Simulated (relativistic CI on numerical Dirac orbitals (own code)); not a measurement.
# Sensitivity of the levels of Ti XIII to α and to the nuclear radius

These numbers are calculated, not measured: Dirac-Coulomb-Breit CI, separate exchange-only KLI orbitals for each configuration, derivatives by finite differences, unscaled Slater integrals, QED left out (own radial code, finite nucleus).

Configuration list (outside the closed core 1s2): 2s2 2p6, 2s2 2p5 3s, 2s2 2p5 3p, 2s2 2p5 3d, 2s 2p6 3s, 2s 2p6 3p, 2s 2p6 3d, 2s2 2p4 3s2. Levels of other configurations are missing.

With x = (α/α₀)² − 1 an excitation energy changes as ω = ω₀ + qx; K = 2q/ω₀ is the relative enhancement. Terms are leading LS components, so labels can repeat. The field-shift factor is F = δν/δ⟨r²⟩ for the transition from the lowest level.

Lowest level 2s2 2p6 1S_0.

| Level | ω₀ (cm⁻¹) | q (cm⁻¹) | F (GHz/fm²) |
| --- | --- | --- | --- |
| 2s2 2p5 3s 3P°_2 | 3689216 | -20940 | 12.9 |
| 2s2 2p5 3s 3P°_1 | 3700867 | -18380 | 12.9 |
| 2s2 2p5 3s 3P°_0 | 3735907 | 26350 | 12.9 |
| 2s2 2p5 3s 1P°_1 | 3745074 | 23840 | 12.8 |
| 2s2 2p5 3p 3S_1 | 3870844 | -7912 | 4.52 |
| 2s2 2p5 3p 3D_2 | 3898466 | -16500 | 4.79 |
| 2s2 2p5 3p 3D_3 | 3900898 | -7941 | 4.77 |
| 2s2 2p5 3p 1P_1 | 3910614 | -9909 | 4.8 |
| 2s2 2p5 3p 3P_2 | 3919351 | -7687 | 4.81 |
| 2s2 2p5 3p 3P_0 | 3942691 | 12210 | 4.81 |
| 2s2 2p5 3p 3D_1 | 3943297 | 27260 | 4.77 |
| 2s2 2p5 3p 3P_1 | 3956976 | 34330 | 4.76 |
| 2s2 2p5 3p 1D_2 | 3957439 | 38010 | 4.76 |

At this charge energies of transitions that change n are usually good to better than 1 %, and those within a shell (Δn = 0) to a few per cent.

Question: Which transition from the lowest level has the largest |K|?

Answer: 2s2 2p5 3p 1D_2 at 3957439 cm⁻¹, K = 0.0192.
